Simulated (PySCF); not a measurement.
**Dipole response of Te (tellurium, neutral)**

[Kr] 4d10 5s2 5p4, high-spin 3P determinant. Computed with PySCF 2.14 in def2-QZVPPD with the def2 core potential (28 electrons) (8s7p5d4f1g, 91 functions), with a scalar-relativistic core potential. Coupled (time-dependent) response in atomic units; α is the mean over directions.

```tsv
method	mean α (bohr³)	α xx, yy, zz	C₆ (like pair)	S(−4)
UHF	38.14	35.85, 42.73, 35.85	418.9	337.0
PBE	41.45	38.49, 47.38, 38.49	458.5	448.7
PBE0	39.61	36.99, 44.87, 36.99	435.7	386.4
B97-3	39.76	36.97, 45.34, 36.97	438.3	388.1
```

S(−4) is the Cauchy moment in α(ω) = α(0) + S(−4) ω² + …

Reference α: 38 ± 4 bohr³ (recommended; Schwerdtfeger and Nagle, table of static dipole polarizabilities (2023 update)). Published C₆: 445.0 (Chu and Dalgarno (2004); Tang, Norbeck and Certain (1976)).

Spin-orbit coupling is absent.

α(iu) at PBE:

```tsv
u (hartree)	α(iu) (bohr³)
0	41.45
0.0500	40.37
0.100	37.56
0.200	30.03
0.300	23.23
0.500	14.33
0.750	8.770
1.00	5.979
1.50	3.432
2.00	2.312
3.00	1.311
5.00	0.6057
```

A single London oscillator, α(iu) = α/(1 + u²/ω²), gives C₆ = (3/4) ω α². Matching the computed C₆ needs ω = 4 × 458.5 / (3 × 41.45²) = 0.356 hartree.

The components differ because the open shell of this determinant is not spherical; for a pure term their mean is the scalar polarisability.

Energies and moments cover only the electrons outside the core potential.
